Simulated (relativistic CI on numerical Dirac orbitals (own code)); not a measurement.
Method of calculation: Dirac-Coulomb-Breit CI, orbitals from a KLI potential per configuration, model QED, unscaled Slater integrals (own radial code, finite nucleus).

The strongest absorption lines from the ground level of an ion, among the configurations computed and to levels below about 3060 eV (vacuum wavelength in nm, gf): 0.52155 (0.46), 0.57854 (1.2), 0.60059 (0.054), 0.63591 (6.4), 0.65626 (1.7), 0.68305 (0.37), 0.79070 (0.28), 0.80511 (0.14).

**Question.** Which ion is it?
A. Lu XLII
B. Re XLVIII
C. Eu XXXVI
D. Lu XLIV

**Answer.** D. Lu XLIV has 28 electrons and the ground level 3s²3p⁶3d¹⁰ ¹S0; the strongest line goes to 3s²3p⁶3d⁹4f ¹P°1. The pattern of lines fixes the number of electrons, and along that sequence the line energies rise steadily with the charge (about as its square where n changes within one kind of shell, about linearly where n is kept but much faster in heavy ions where fine structure, which grows about as Z⁴, sets the gap, and irregularly where shells cross), which fixes Z. Configurations outside the model, such as inner-shell arrays, can give stronger lines. At this charge energies of transitions that change n are usually good to better than 1 %, and those within a shell (Δn = 0) to a few per cent.

LS names give the leading component of a level, which can be under half, so a name can repeat, a term be missing and a line seem to break the LS rules.
